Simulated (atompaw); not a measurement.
u(r) = r·R(r): atom against pseudo-atom (N (Z = 7))

Columns: radius, all-electron u(r) and pseudo u(r) of the 2s shell (level -18.69 eV) of nitrogen in the configuration [He] 2s1.5 2p3.5; PBEsol, scalar-relativistic, PAW (atompaw) scheme, atompaw 4.2.0.5.

| r (bohr) | all-electron | pseudo |
| --- | --- | --- |
| 0.079 | -0.3574 | 0.1076 |
| 0.158 | -0.3616 | 0.2134 |
| 0.237 | -0.2118 | 0.3154 |
| 0.315 | -0.0111 | 0.4109 |
| 0.394 | 0.1958 | 0.5007 |
| 0.473 | 0.3827 | 0.5822 |
| 0.552 | 0.5398 | 0.6542 |
| 0.631 | 0.6649 | 0.7159 |
| 0.710 | 0.7590 | 0.7668 |
| 0.788 | 0.8242 | 0.8060 |
| 0.867 | 0.8663 | 0.8346 |
| 0.946 | 0.8881 | 0.8523 |
| 1.025 | 0.8935 | 0.8596 |
| 1.104 | 0.8859 | 0.8572 |
| 1.183 | 0.8681 | 0.8461 |
| 1.262 | 0.8428 | 0.8274 |
| 1.340 | 0.8123 | 0.8027 |
| 1.419 | 0.7776 | 0.7725 |
| 1.498 | 0.7404 | 0.7383 |
| 1.577 | 0.7018 | 0.7015 |
| 1.656 | 0.6626 | 0.6631 |
| 1.735 | 0.6235 | 0.6242 |
| 1.813 | 0.5855 | 0.5859 |
| 1.892 | 0.5480 | 0.5481 |
| 1.971 | 0.5117 | 0.5117 |
| 2.050 | 0.4769 | 0.4769 |

How many radial nodes do the two functions have?

The all-electron 2s function has n − l − 1 = 1; the pseudo-wave has 0, since the states of the same l below it are removed with the core.

Is the pseudo-wave norm-conserving?

No, it belongs to a PAW set: the norm inside the radius is not constrained, and the difference is carried by the augmentation charge.
